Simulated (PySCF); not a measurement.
C3H5BF2, SMILES FB1CC[C@@H]1F.

Geometry: PBE-D3(BJ)/def2-SVP. The structure was generated by enumeration; whether it is a known compound was not checked.

All values below come from TDA-M06-2X/def2-SVPD run with PySCF 2.14.0.

Vertical excitations. The molecule is in vacuum.

```json
[
 {"state": "S1", "energy (eV)": "5.87", "λ (nm)": "211", "f": "0.003", "main pairs": "HOMO→LUMO 89 %"},
 {"state": "S2", "energy (eV)": "7.12", "λ (nm)": "174", "f": "0.064", "main pairs": "HOMO−1→LUMO 89 %"},
 {"state": "S3", "energy (eV)": "7.55", "λ (nm)": "164", "f": "0.004", "main pairs": "HOMO−2→LUMO 93 %"},
 {"state": "S4", "energy (eV)": "7.77", "λ (nm)": "160", "f": "0.008", "main pairs": "HOMO→LUMO+1 87 %"},
 {"state": "S5", "energy (eV)": "8.51", "λ (nm)": "146", "f": "0.067", "main pairs": "HOMO→LUMO+2 47 %, HOMO−1→LUMO+1 36 %"},
 {"state": "S6", "energy (eV)": "8.59", "λ (nm)": "144", "f": "0.006", "main pairs": "HOMO−1→LUMO+1 40 %, HOMO→LUMO+2 33 %"},
 {"state": "S7", "energy (eV)": "8.71", "λ (nm)": "142", "f": "0.006", "main pairs": "HOMO−3→LUMO 86 %"},
 {"state": "S8", "energy (eV)": "9.00", "λ (nm)": "138", "f": "0.016", "main pairs": "HOMO−2→LUMO+1 72 %"},
 {"state": "S9", "energy (eV)": "9.04", "λ (nm)": "137", "f": "0.003", "main pairs": "HOMO→LUMO+3 60 %, HOMO→LUMO+4 17 %"},
 {"state": "S10", "energy (eV)": "9.20", "λ (nm)": "135", "f": "0.002", "main pairs": "HOMO→LUMO+4 73 %, HOMO→LUMO+3 17 %"},
 {"state": "T1", "energy (eV)": "5.41", "λ (nm)": "229", "f": "0", "main pairs": "HOMO→LUMO 90 %"},
 {"state": "T2", "energy (eV)": "6.18", "λ (nm)": "201", "f": "0", "main pairs": "HOMO−1→LUMO 88 %"},
 {"state": "T3", "energy (eV)": "7.27", "λ (nm)": "171", "f": "0", "main pairs": "HOMO−2→LUMO 92 %"},
 {"state": "T4", "energy (eV)": "7.64", "λ (nm)": "162", "f": "0", "main pairs": "HOMO→LUMO+1 83 %"}
]
```
Triplets are in the Tamm–Dancoff approximation.
